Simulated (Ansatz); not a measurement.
Ga₃H₅⁻. The state is a doublet with charge -1. Geometry r2SCAN-D4/def2-SVPD; atoms count from 1.

```tsv
atom	x (Å)	y (Å)	z (Å)
Ga1	0.2467	0.7014	-1.0517
Ga2	0.7734	-1.1883	0.3213
Ga3	-1.3334	-0.2820	1.2082
H4	0.5096	2.1447	-1.6800
H5	-2.7221	-0.8046	0.5655
H6	2.0033	-2.1693	0.1969
H7	1.5070	0.4606	0.2662
H8	-0.9844	1.1377	0.1736
```

The highest occupied level of the relaxed charge -1 doublet lies above zero (up to 0.01 eV). By energy differences its removal costs 0.94 eV (each at its own geometry, to the charge 0 singlet, at PBE0-D4/def2-TZVPD); the vertical value is larger still, so the positive level points to self-interaction error. Another isomer (singlet) lies 0.04 eV lower at PBE-D4/def2-TZVP; other spin states weren't run for this one.

Problem. Estimate the Mulliken populations from the PBE0/def2-TZVPD orbitals of Ansatz.

Solution. 
| atom | charge (e) | spin (α − β) |
| --- | --- | --- |
| Ga1 | 0.01 | 0.23 |
| Ga2 | 0.16 | 0.07 |
| Ga3 | -0.20 | 0.61 |
| H4 | -0.23 | 0.02 |
| H5 | -0.15 | 0.07 |
| H6 | -0.30 | 0.00 |
| H7 | -0.14 | 0.00 |
| H8 | -0.14 | 0.00 |
Mulliken values and Mayer orders depend strongly on the basis. With diffuse functions, as here, like atoms can get unlike values, and bond orders can come out too low or too high.

Problem. Where does the spin sit?

Solution. Summed by element: Ga 0.91, H 0.09, of 1 unpaired in all. Largest on single atoms: Ga3 0.61, Ga1 0.23, Ga2 0.07.

Problem. And the Mayer bond orders between bonded heavy atoms (over 0.3)?

Solution. Ga1–Ga2 0.94 (2.39 Å); Ga1–Ga3 0.44 (2.93 Å); Ga2–Ga3 0.96 (2.46 Å).
